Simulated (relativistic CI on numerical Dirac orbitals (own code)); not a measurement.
**Electric-dipole transitions in Ce56+**

Computed by Dirac-Coulomb-Breit CI, KLI orbitals optimised for each configuration, a model potential for QED, unscaled Slater integrals (own radial code, finite nucleus).

Configurations in the expansion: 1s2, 1s.2s, 1s.2p, 1s.3s, 1s.3p, 1s.3d, 1s.4s, 1s.4p, 1s.4d, 1s.4f, 1s.5s, 1s.5p, 1s.5d, 1s.5f, 1s.5g, 1s.6s, 1s.6p, 1s.6d, 2s2. Levels of other configurations are missing.

```csv
λ vac (Å),Lower,Upper,A (s⁻¹),log gf,S velocity/length
0.3476,1s2 1S_0 [1],1s.2p 1P°_1 [7],8.96e+15,-0.31,1.00
1.4716,1s.2p 3P°_2 [6],1s.4d 3D_3 [26],2.20e+14,-0.30,1.00
1.8158,1s.2s 3S_1 [2],1s.3p 3P°_2 [12],2.21e+14,-0.26,1.00
1.8361,1s.2p 3P°_1 [3],1s.3d 3D_2 [13],6.08e+14,0.19,1.00
1.8384,1s.2p 3P°_0 [4],1s.3d 3D_1 [14],4.09e+14,-0.21,1.00
1.9775,1s.2p 3P°_2 [6],1s.3d 3D_3 [16],6.81e+14,0.45,1.00
1.9891,1s.2p 1P°_1 [7],1s.3d 1D_2 [17],6.09e+14,0.26,1.00
3.8679,1s.3d 3D_2 [13],1s.5f 3F°_3 [41],4.64e+13,-0.14,1.00
3.9212,1s.3d 3D_3 [16],1s.5f 3F°_4 [44],4.80e+13,0.00,1.00
5.2318,1s.3s 3S_1 [8],1s.4p 3P°_2 [22],2.82e+13,-0.24,1.00
5.2747,1s.3p 3P°_1 [9],1s.4d 3D_2 [23],6.06e+13,0.10,1.00
5.6024,1s.3p 3P°_2 [12],1s.4d 3D_3 [26],7.39e+13,0.39,1.00
5.6241,1s.3d 3D_2 [13],1s.4f 3F°_3 [27],1.39e+14,0.66,1.00
5.6279,1s.3d 3D_1 [14],1s.4f 3F°_2 [28],1.25e+14,0.47,1.00
5.6285,1s.3p 1P°_1 [15],1s.4d 1D_2 [29],6.67e+13,0.20,1.00
5.7244,1s.3d 3D_3 [16],1s.4f 3F°_4 [30],1.45e+14,0.81,1.00
5.7280,1s.3d 1D_2 [17],1s.4f 1F°_3 [31],1.38e+14,0.68,1.00
11.467,1s.4p 3P°_1 [19],1s.5d 3D_2 [37],1.20e+13,0.07,1.00
12.092,1s.4p 3P°_2 [22],1s.5d 3D_3 [40],1.54e+13,0.37,1.00
12.134,1s.4d 3D_2 [23],1s.5f 3F°_3 [41],2.57e+13,0.60,1.00
12.140,1s.4d 3D_1 [24],1s.5f 3F°_2 [42],2.31e+13,0.41,1.00
12.141,1s.4p 1P°_1 [25],1s.5d 1D_2 [43],1.39e+13,0.19,1.00
12.319,1s.4d 3D_3 [26],1s.5f 3F°_4 [44],2.73e+13,0.75,1.00
12.322,1s.4f 3F°_3 [27],1s.5g 3G_4 [45],4.37e+13,0.95,1.00
12.326,1s.4f 3F°_2 [28],1s.5g 3G_3 [46],4.16e+13,0.82,1.00
12.327,1s.4d 1D_2 [29],1s.5f 1F°_3 [47],2.60e+13,0.62,1.00
12.409,1s.4f 3F°_4 [30],1s.5g 3G_5 [48],4.49e+13,1.06,1.00
12.412,1s.4f 1F°_3 [31],1s.5g 1G_4 [49],4.36e+13,0.96,1.00
22.272,1s.5p 3P°_2 [36],1s.6d 3D_3 [58],4.60e+12,0.38,1.00
22.356,1s.5p 1P°_1 [39],1s.6d 1D_2 [59],4.19e+12,0.20,1.00
```

Terms are leading LS components. Brackets give the number of a level in order of energy, since labels repeat. The list gives strong lines, with weight on those to low levels, among the lowest 59 of 60 levels, so that lines to higher ones, which can be the strongest, are missing. Levels whose partners in the same complex of configurations lie outside the list can be far off, and so can their lines. Rates are taken at the computed energies, electric ones in the length gauge. A velocity-to-length ratio far from 1 marks an uncertain rate.

At this charge energies of transitions that change n are usually good to better than 1 %, and those within a shell (Δn = 0) to a few per cent.

(1) From the table, what is the radiative lifetime of 1s.4d 3D_3?

Answers

(1) The listed rates from this level add up to about 2.94e+14 s⁻¹, 100 % of its decay; with all channels τ = 3.40e-15 s.

LS names give the leading component of a level, which can be under half, so a name can repeat, a term be missing and a line seem to break the LS rules.
